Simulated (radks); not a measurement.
Rh3+, configuration [Kr] 4d5 5s1 (not the ground configuration).

Calculated with a radial shooting solver on a logarithmic mesh with Libxc functionals: Dirac Kohn-Sham, PBE, spin-unpolarised, spherical densities, finite nucleus; open shells fill j = l - 1/2 first; Fermi nuclear charge, rms radius 4.4945 fm.

Energy parts (Ry):
| part | energy |
|---|---|
| total | -9564.78770 |
| kinetic | 9972.09913 |
| electron-nucleus | -23029.29598 |
| Hartree | 3767.14294 |
| exchange-correlation | -274.73379 |

Orbitals (lengths in bohr, moments of r in powers of bohr):
orbital	occ.	eigenvalue (Ry)	<r>
1s1/2	2	-1695.448	0.03263
2s1/2	2	-248.4457	0.1416
2p1/2	2	-230.2606	0.1203
2p3/2	4	-219.6324	0.1252
3s1/2	2	-46.96135	0.3903
3p1/2	2	-39.84548	0.3830
3p3/2	4	-38.01585	0.3937
3d3/2	4	-25.42361	0.3681
3d5/2	6	-25.06260	0.3716
4s1/2	2	-9.07082	0.9679
4p1/2	2	-6.87486	1.037
4p3/2	4	-6.57425	1.064
4d3/2	4	-3.21556	1.324
4d5/2	1	-3.17721	1.336
5s1/2	1	-2.31735	2.402
5p1/2	0	-1.80329	2.745
5p3/2	0	-1.76072	2.804

The highest occupied level is 5s1/2 at -31.529 eV. The density falls to 0.001 e/bohr^3 at r = 3.60 bohr.
